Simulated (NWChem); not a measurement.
System: C2H5O2 cation; SMILES COC=[OH+]

NWChem input:

```
start job
memory heap 200 mb stack 900 mb global 1100 mb
charge 1
geometry units angstroms noautoz
  C      0.506920    -1.441673    -0.001315
  O     -0.670048    -0.543997    -0.000925
  C     -0.584536     0.717998    -0.000307
  O      0.479057     1.433804     0.000557
  H      1.079175    -1.272782     0.913594
  H      0.076027    -2.439881    -0.006768
  H      1.084897    -1.265457    -0.911255
  H     -1.522233     1.271776    -0.000484
  H      1.333558     0.951483     0.001001
end
basis spherical
  C library aug-pcseg-1
  O library aug-pcseg-1
  H library aug-pcseg-1
end
dft
  xc xtpss03 ctpss03
  iterations 150
  mulliken
end
task dft energy
```

NWChem printed, in part:

```
             Northwest Computational Chemistry Package (NWChem) 7.3.0
             --------------------------------------------------------

 C1  symmetry detected

                             Geometry "geometry" -> ""
                             -------------------------

 Output coordinates in angstroms (scale by  1.889725989 to convert to a.u.)

  No.       Tag          Charge          X              Y              Z
 ---- ---------------- ---------- -------------- -------------- --------------
    1 C                    6.0000     0.49149620    -1.44704225    -0.00004889
    2 O                    8.0000    -0.67692380    -0.53826797     0.00011601
    3 C                    6.0000    -0.57947261     0.72286140    -0.00008691
    4 O                    8.0000     0.49084698     1.42857027     0.00001719
    5 H                    1.0000     1.06559452    -1.28299984     0.91458745
    6 H                    1.0000     0.05117439    -2.44113096    -0.00474725
    7 H                    1.0000     1.07084569    -1.27687547    -0.91026739
    8 H                    1.0000    -1.51188697     1.28548842    -0.00034142
    9 H                    1.0000     1.34074538     0.93818454     0.00051774

 Effective nuclear repulsion energy (a.u.)     129.7243017651

                                 NWChem DFT Module
                                 -----------------

 Summary of "ao basis" -> "ao basis" (spherical)
 ------------------------------------------------------------------------------
       Tag                 Description            Shells   Functions and Types
 ---------------- ------------------------------  ------  ---------------------
 C                        aug-pcseg-1                9       23   4s3p2d
 O                        aug-pcseg-1                9       23   4s3p2d
 H                        aug-pcseg-1                5        9   3s2p

            General Information
            -------------------
          SCF calculation type: DFT
          Wavefunction type:  closed shell.
          No. of atoms     :     9
          No. of electrons :    32
           Alpha electrons :    16
            Beta electrons :    16
          Charge           :     1
          Spin multiplicity:     1
          Use of symmetry is: off; symmetry adaption is: off
          Maximum number of iterations: 150
          AO basis - number of functions:   137
                     number of shells:    61
          Convergence on energy requested:  1.00D-06
          Convergence on density requested:  1.00D-05
          Convergence on gradient requested:  5.00D-04

              XC Information
              --------------
                  TPSS metaGGA Exchange Functional  1.000
             TPSS03 metaGGA Correlation Functional  1.000

             Grid Information
             ----------------
          Grid used for XC integration:  medium
          Radial quadrature: Mura-Knowles
          Angular quadrature: Lebedev.
          Tag              B.-S. Rad. Rad. Pts. Rad. Cut. Ang. Pts.
          ---              ---------- --------- --------- ---------
          C                   0.70       49          15.0       434
          O                   0.60       49          14.0       434
          H                   0.35       45          15.0       434
          Grid pruning is: on
          Number of quadrature shells:   421
          Spatial weights used:  Erf1

      Superposition of Atomic Density Guess
      -------------------------------------

 Sum of atomic energies:        -227.26770562

 Renormalizing density from      33.00 to     32

      Non-variational initial energy
      ------------------------------

 Total energy =    -224.609749
 1-e energy   =    -548.868238
 2-e energy   =     194.534188
 HOMO         =      -0.755892
 LUMO         =      -0.350905

     ---------------------------------------------
      Total Density - Mulliken Population Analysis
     ---------------------------------------------

    Atom       Charge   Shell Charges
 -----------   ------   -------------------------------------------------------
    1 C    6     6.15   2.00  0.83  0.40  0.04  2.03  0.83  0.00  0.04 -0.01
    2 O    8     9.37   2.00  0.97  0.89  0.14  3.25  1.81  0.16  0.02  0.14
    3 C    6     4.21   2.00  0.79  0.26 -0.01  1.53 -0.18 -0.05  0.11 -0.23
    4 O    8     9.06   2.00  0.97  0.87  0.14  3.27  1.69  0.08  0.02  0.03
    5 H    1     0.59   0.67 -0.11 -0.01  0.02  0.02
    6 H    1     0.76   0.67  0.02  0.01  0.02  0.04
    7 H    1     0.59   0.67 -0.11 -0.01  0.02  0.02
    8 H    1     0.76   0.65  0.16 -0.02  0.02 -0.04
    9 H    1     0.51   0.50 -0.01 -0.00  0.04 -0.02

   convergence    iter        energy       DeltaE   RMS-Dens  Diis-err
 ---------------- ----- ----------------- --------- --------- ---------
 d= 0,ls=0.0,diis     1   -229.2166666312 -3.59D+02  1.64D-02  1.57D+00
 d= 0,ls=0.0,diis     2   -228.8372497732  3.79D-01  1.04D-02  5.56D+00
 d= 0,ls=0.0,diis     3   -229.3605168919 -5.23D-01  2.84D-03  1.36D-01
 d= 0,ls=0.0,diis     4   -229.3622326546 -1.72D-03  1.53D-03  1.23D-01
 d= 0,ls=0.0,diis     5   -229.3737861823 -1.16D-02  2.70D-04  2.28D-03
  Resetting Diis
 d= 0,ls=0.0,diis     6   -229.3740579189 -2.72D-04  4.91D-05  6.94D-05
 d= 0,ls=0.0,diis     7   -229.3740653754 -7.46D-06  2.96D-05  5.79D-06
 d= 0,ls=0.0,diis     8   -229.3740644443  9.31D-07  1.90D-05  1.32D-05
 d= 0,ls=0.0,diis     9   -229.3740660355 -1.59D-06  4.39D-06  9.91D-07
 d= 0,ls=0.0,diis    10   -229.3740661266 -9.11D-08  8.93D-07  3.09D-08

         Total DFT energy =     -229.374066126632
      One electron energy =     -560.432529754498
           Coulomb energy =      230.942412566741
    Exchange-Corr. energy =      -29.608250703962
 Nuclear repulsion energy =      129.724301765087

 Numeric. integr. density =       32.000005754485

                       DFT Final Molecular Orbital Analysis
                       ------------------------------------

 Vector   14  Occ=2.000000D+00  E=-6.172058D-01
              MO Center=  3.4D-01,  5.5D-01, -1.1D-03, r^2= 3.0D+00
   Bfn.  Coefficient  Atom+Function         Bfn.  Coefficient  Atom+Function
  ----- ------------  ---------------      ----- ------------  ---------------
    75      0.494327  4 O  py                78      0.327292  4 O  py
    72      0.248855  4 O  s                 73      0.215839  4 O  s
   102     -0.192133  6 H  s                  6      0.190812  1 C  py
   129     -0.180325  9 H  s                 27      0.176868  2 O  s
   121     -0.174126  8 H  s                  5      0.169684  1 C  px

 Vector   15  Occ=2.000000D+00  E=-5.602409D-01
              MO Center= -1.2D-01, -8.3D-01, -2.4D-03, r^2= 2.2D+00
   Bfn.  Coefficient  Atom+Function         Bfn.  Coefficient  Atom+Function
  ----- ------------  ---------------      ----- ------------  ---------------
    28      0.427188  2 O  px                31      0.310469  2 O  px
     5     -0.285530  1 C  px               102      0.246653  6 H  s
    26     -0.193130  2 O  s                 75      0.190228  4 O  py
    29      0.170454  2 O  py                 6     -0.156888  1 C  py
   111     -0.155836  7 H  s                  8     -0.154728  1 C  px

 Vector   16  Occ=2.000000D+00  E=-5.528165D-01
              MO Center=  1.2D-01, -2.7D-01,  2.4D-03, r^2= 2.4D+00
   Bfn.  Coefficient  Atom+Function         Bfn.  Coefficient  Atom+Function
  ----- ------------  ---------------      ----- ------------  ---------------
    30      0.449115  2 O  pz                76     -0.353304  4 O  pz
    33      0.323313  2 O  pz                 7     -0.259833  1 C  pz
    79     -0.253685  4 O  pz                93     -0.216695  5 H  s
   111      0.213320  7 H  s                 10     -0.158399  1 C  pz
    53      0.109382  3 C  pz                36      0.064057  2 O  pz

 Vector   17  Occ=0.000000D+00  E=-3.139139D-01
              MO Center= -4.3D-01,  6.0D-01,  4.5D-05, r^2= 1.7D+00
   Bfn.  Coefficient  Atom+Function         Bfn.  Coefficient  Atom+Function
  ----- ------------  ---------------      ----- ------------  ---------------
    53      0.627962  3 C  pz                56      0.533873  3 C  pz
    30     -0.354235  2 O  pz                76     -0.330066  4 O  pz
    33     -0.310862  2 O  pz                79     -0.282685  4 O  pz
    36     -0.156021  2 O  pz                94      0.145314  5 H  s
   112     -0.145931  7 H  s                 59      0.118069  3 C  pz

 Vector   18  Occ=0.000000D+00  E=-2.117592D-01
              MO Center=  1.4D+00,  4.7D-01,  2.3D-04, r^2= 4.2D+00
   Bfn.  Coefficient  Atom+Function         Bfn.  Coefficient  Atom+Function
  ----- ------------  ---------------      ----- ------------  ---------------
   130      0.683928  9 H  s                 72     -0.445105  4 O  s
    73     -0.338619  4 O  s                  3     -0.328495  1 C  s
   112      0.305790  7 H  s                 94      0.304259  5 H  s
    27     -0.275252  2 O  s                104      0.229634  6 H  s
   129      0.208094  9 H  s                  8     -0.198403  1 C  px

 Vector   19  Occ=0.000000D+00  E=-1.837535D-01
              MO Center=  2.7D-01, -1.1D+00, -1.3D-04, r^2= 3.8D+00
   Bfn.  Coefficient  Atom+Function         Bfn.  Coefficient  Atom+Function
  ----- ------------  ---------------      ----- ------------  ---------------
    27      0.696874  2 O  s                 26      0.649603  2 O  s
     9     -0.576161  1 C  py                 8      0.552931  1 C  px
     5      0.328198  1 C  px                 4     -0.316792  1 C  s
    31      0.308137  2 O  px                 6     -0.298883  1 C  py
    34      0.273944  2 O  px                 3     -0.256439  1 C  s

     ---------------------------------------------
      Total Density - Mulliken Population Analysis
     ---------------------------------------------

[...]
```

Level: TPSS/aug-pcseg-1. The geometry was optimised at B3LYP/6-31G* (spherical d).
